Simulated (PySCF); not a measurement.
## Excitation energy of V²⁺ by level of theory

V²⁺ [Ar] 3d3 (4F) → V²⁺ [Ar] 3d2 4s1, s spin flipped, as a difference of total energies. Computed with PySCF 2.14 in aug-cc-pVTZ (8s7p5d3f2g, 93 functions), with no relativity, point nucleus. Correlated levels: valence: [Ar] frozen. The calculations carry no spin-orbit coupling.

```json
{"method": "UHF", "excitation energy (cm⁻¹)": "47359"}
{"method": "LDA", "excitation energy (cm⁻¹)": "52229"}
{"method": "PBE", "excitation energy (cm⁻¹)": "52170"}
{"method": "PBE0", "excitation energy (cm⁻¹)": "52226"}
{"method": "r2SCAN", "excitation energy (cm⁻¹)": "55368"}
{"method": "B2PLYP", "excitation energy (cm⁻¹)": "48938"}
{"method": "wB97X-V", "excitation energy (cm⁻¹)": "51270"}
{"method": "r2SCAN0", "excitation energy (cm⁻¹)": "54079"}
{"method": "M06", "excitation energy (cm⁻¹)": "54670"}
{"method": "MP2 (valence)", "excitation energy (cm⁻¹)": "48331"}
{"method": "SCS-MP2 (valence)", "excitation energy (cm⁻¹)": "45932"}
```

The upper determinant mixes two multiplicities, so it lies between the two terms.
